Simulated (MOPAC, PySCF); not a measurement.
[Hf(OH)(NH2)3], neutral singlet in the gas phase. 

Cartesian coordinates (Å):
```xyz
12

Hf    -0.0197    -0.3037     0.3505
O     -1.3915     0.1416     1.6633
H     -2.0713     0.3813     2.3044
N      1.0550     1.3412    -0.2593
H      0.6674     2.2817    -0.4105
H      2.0771     1.4095    -0.3306
N     -0.8117    -1.1365    -1.3559
H     -0.5711    -0.8843    -2.3218
H     -1.6115    -1.7818    -1.3900
N      1.3491    -1.6514     1.0868
H      1.6961    -2.4905     0.6075
H      1.6910    -1.6796     2.0562
```
Charge 0, spin multiplicity 1.

All levels are single points at this geometry (BP86-D3(BJ)/def2-SVP); Pople sets use spherical d functions. Orbital energies aren't observables, and empty levels follow the basis.

| level | HOMO (eV) | LUMO (eV) | gap (eV) | dipole (D) | vertical IE, Delta-SCF (eV) |
|---|---|---|---|---|---|
| PBE-D3(BJ)/def2-TZVP in PySCF | -5.26 | -0.57 | 4.69 | 0.59 | – |
| TPSSh-D3(BJ)/def2-TZVP in PySCF | -5.87 | -0.09 | 5.77 | 0.65 | – |
| B3LYP/6-311+G** (LANL2DZ on Hf) in PySCF | -6.57 | -0.35 | 6.22 | 0.61 | – |
| B3LYP/6-31G* (LANL2DZ on Hf) in PySCF | -6.11 | 0.54 | 6.65 | 0.59 | 8.18 |
| B3LYP/LANL2DZ in PySCF | -6.17 | 0.52 | 6.69 | 0.61 | – |
| BP86/6-31G* (LANL2DZ on Hf) in PySCF | -5.07 | -0.03 | 5.04 | 0.56 | – |
| M06-2X/6-31G* (LANL2DZ on Hf) in PySCF | -7.79 | 0.91 | 8.70 | 0.62 | – |
| PBE/6-31G* (LANL2DZ on Hf) in PySCF | -4.97 | 0.06 | 5.03 | 0.55 | 7.78 |
| PM6 in MOPAC | -8.97 | -0.99 | 7.98 | 1.53 | – |
